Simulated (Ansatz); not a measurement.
A series at B: from boron trifluoride, ligands are replaced one by one, each step taking up H₂S and setting free H–F; n counts the steps. Ansatz, PBE0-D4/def2-TZVP geometries. Each molecule was computed in one conformer, which needn't be the lowest.

CBS adds triple-zeta CCSD(T) − MP2 to the MP2 limit, frozen cores; atoms without spin–orbit coupling. 

```tsv
n	molecule	atomization energy, CCSD(T)/CBS (kJ/mol)
0	`FB(F)F`	1960.8
1	`FB(F)S`	?
2	`FB(S)S`	2157.4
3	`SB(S)S`	2276.6
```

Q: By hand: fit a straight line y = ȳ + b (n − n̄) to the 3 given rows and predict n = 1.

A: n̄ = 1.667, ȳ = 2131.60; Σ(n − n̄)(y − ȳ) = 486.60, Σ(n − n̄)² = 4.667, so b = 104.26 kJ/mol a step. Prediction: 2131.60 + (104.26) × (-0.667) = 2062.1 kJ/mol.

Q: By hand: compare with the computed value, 2058.4 kJ/mol, and give the steps along the whole series.

A: The line misses by -3.7 kJ/mol (computed minus predicted). Steps: 97.6, 99.0, 119.2 kJ/mol.

The steps grow at each stage, from 97.6 to 119.2 kJ/mol, so the series is curved. The miss is 1.2 % of the series' range. The energies themselves are unsure by some kJ/mol a bond, though much of that is common to the series.
